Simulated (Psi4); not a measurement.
H₇O₇Si₂, charge +1, singlet, at a GFN2-xTB geometry; REVPBE/STO-3G run with Psi4.

Psi4 was given this input:
```
memory 2 GB

molecule mol {
1 1
  O     1.489568    1.614524    0.155186
  Si    1.507012    0.027799    0.349730
  O     1.259549   -0.361340    1.872749
  O     2.591938   -0.869940   -0.404344
  O     0.142242   -0.580651   -0.531351
  Si   -1.501502   -0.050291   -0.370312
  O    -1.529087    1.461630   -0.865880
  O    -2.107809   -1.106336   -1.404134
  O    -1.848910   -0.147645    1.187146
  H     1.765636    2.084047   -0.629914
  H     0.950171    0.235612    2.551215
  H     3.473489   -1.046372   -0.086906
  H     0.313663   -1.280413   -1.171699
  H    -1.553738    2.228224   -0.296573
  H    -2.963048   -1.037314   -1.819863
  H    -2.043241   -0.950830    1.666915
}

set basis sto-3g
set reference rks

energy('revpbe')
print_variables()
```

Output, abridged:

```
   => Loading Basis Set <=

    Name: STO-3G
    Role: ORBITAL
    Keyword: BASIS

         ---------------------------------------------------------
                                   SCF
               by Justin Turney, Rob Parrish, Andy Simmonett
                          and Daniel G. A. Smith
                              RKS Reference
         ---------------------------------------------------------

  ==> Geometry <==

    Molecular point group: c1
    Full point group: C1

    Geometry (in Angstrom), charge = 1, multiplicity = 1:

       Center              X                  Y                   Z               Mass
    ------------   -----------------  -----------------  -----------------  -----------------
         O            1.489245052713     1.615842261693     0.156392321112    15.994914619570
         SI           1.506689052713     0.029117261693     0.350936321112    27.976926534650
         O            1.259226052713    -0.360021738307     1.873955321112    15.994914619570
         O            2.591615052713    -0.868621738307    -0.403137678888    15.994914619570
         O            0.141919052713    -0.579332738307    -0.530144678888    15.994914619570
         SI          -1.501824947287    -0.048972738307    -0.369105678888    27.976926534650
         O           -1.529409947287     1.462948261693    -0.864673678888    15.994914619570
         O           -2.108131947287    -1.105017738307    -1.402927678888    15.994914619570
         O           -1.849232947287    -0.146326738307     1.188352321112    15.994914619570
         H            1.765313052713     2.085365261693    -0.628707678888     1.007825032230
         H            0.949848052713     0.236930261693     2.552421321112     1.007825032230
         H            3.473166052713    -1.045053738307    -0.085699678888     1.007825032230
         H            0.313340052713    -1.279094738307    -1.170492678888     1.007825032230
         H           -1.554060947287     2.229542261693    -0.295366678888     1.007825032230
         H           -2.963370947287    -1.035995738307    -1.818656678888     1.007825032230
         H           -2.043563947287    -0.949511738307     1.668121321112     1.007825032230

  Running in c1 symmetry.

  Rotational constants: A =      0.06521  B =      0.02648  C =      0.02603 [cm^-1]
  Rotational constants: A =   1954.88468  B =    793.97273  C =    780.26478 [MHz]
  Nuclear repulsion =  766.411961982337857

  Charge       = 1
[...]
   @DF-RKS iter   3: -1095.33985818006181   -4.06981e-01   2.25190e-03 DIIS/ADIIS
   @DF-RKS iter   4: -1095.34999037872649   -1.01322e-02   4.84389e-04 DIIS/ADIIS
   @DF-RKS iter   5: -1095.35038348336866   -3.93105e-04   2.27725e-04 DIIS/ADIIS
   @DF-RKS iter   6: -1095.35050163994674   -1.18157e-04   1.88180e-05 DIIS
   @DF-RKS iter   7: -1095.35050234371897   -7.03772e-07   9.12586e-06 DIIS
   @DF-RKS iter   8: -1095.35050253739450   -1.93676e-07   8.11612e-07 DIIS
  Energy and wave function converged.

  ==> Post-Iterations <==

   Electrons on quadrature grid:
      Ntotal   =   90.0000231255 ; deviation = 2.313e-05

    Orbital Energies [Eh]
    ---------------------

    Doubly Occupied:

[...]
    Virtual:

[...]
    Final Occupation by Irrep:
              A
    DOCC [    45 ]
    NA   [    45 ]
    NB   [    45 ]

  @DF-RKS Final Energy: -1095.35050253739450

   => Energetics <=

    Nuclear Repulsion Energy =            766.4119619823378571
    One-Electron Energy =               -3032.6204427574252804
    Two-Electron Energy =                1275.8907065212736143
    DFT Exchange-Correlation Energy =    -105.0327282835805534
    Empirical Dispersion Energy =           0.0000000000000000
    VV10 Nonlocal Energy =                  0.0000000000000000
    Total Energy =                      -1095.3505025373945045

Computation Completed

Properties will be evaluated at   0.000000,   0.000000,   0.000000 [a0]

Properties computed using the SCF density matrix

 Multipole Moments:

 ------------------------------------------------------------------------------------
     Multipole            Electronic (a.u.)      Nuclear  (a.u.)        Total (a.u.)
 ------------------------------------------------------------------------------------

 L = 1.  Multiply by 2.5417464519 to convert [e a0] to [Debye]
 Dipole X            :          0.0756376           -0.0555357            0.0201019
 Dipole Y            :         -0.3087557            0.2266988           -0.0820570
 Dipole Z            :         -0.2825393            0.2074508           -0.0750886
 Magnitude           :                                                    0.1130298

 ------------------------------------------------------------------------------------

  Variable Map:
  ----------------------------------------------------------------------------
[...]
  Array Variable Map:
  ----------------------------------------------------------------------------
[...]
[...]
```
